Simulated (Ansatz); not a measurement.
CH$_{5}$GeNSe, SMILES `[NH2][GeH2][CH]=[Se]` at its PBE0-D4/def2-TZVP geometry, where that method's forces vanish. The species carries charge 0 and has multiplicity 1.

| atom | x (Å) | y (Å) | z (Å) |
| --- | --- | --- | --- |
| N1 | 0.139 | -0.414 | -1.617 |
| Ge2 | 0.777 | 0.099 | 0.019 |
| C3 | -0.633 | 0.290 | 1.378 |
| Se4 | -2.331 | -0.002 | 1.061 |
| H5 | -0.329 | -1.311 | -1.591 |
| H6 | -0.512 | 0.253 | -2.011 |
| H7 | 1.472 | 1.462 | -0.137 |
| H8 | 1.765 | -0.971 | 0.512 |
| H9 | -0.347 | 0.595 | 2.386 |

(1) For each bond, give half the difference of the two atoms' forces along it (eV/Å; positive pushes the atoms apart) under PBE-D4, r2SCAN-D4, B3LYP-D4, ωB97M-V in def2-TZVPP. (Estimate.)

Answers

(1) Computed: 
| bond | length (Å) | PBE-D4 | r2SCAN-D4 | B3LYP-D4 | ωB97M-V |
| --- | --- | --- | --- | --- | --- |
| N1–Ge2 | 1.829 | 0.20 | 0.05 | 0.22 | 0.09 |
| N1–H5 | 1.012 | 0.22 | 0.03 | -0.05 | -0.04 |
| N1–H6 | 1.012 | 0.22 | 0.03 | -0.05 | -0.04 |
| Ge2–C3 | 1.967 | -0.16 | -0.06 | 0.04 | 0.11 |
| Ge2–H7 | 1.538 | 0.05 | -0.05 | -0.08 | -0.12 |
| Ge2–H8 | 1.538 | 0.05 | -0.05 | -0.08 | -0.12 |
| C3–Se4 | 1.752 | 0.50 | 0.25 | 0.32 | -0.14 |
| C3–H9 | 1.092 | 0.04 | -0.04 | -0.19 | -0.07 |

B3LYP here is the variant with VWN-RPA as its local correlation; programs differ in this.
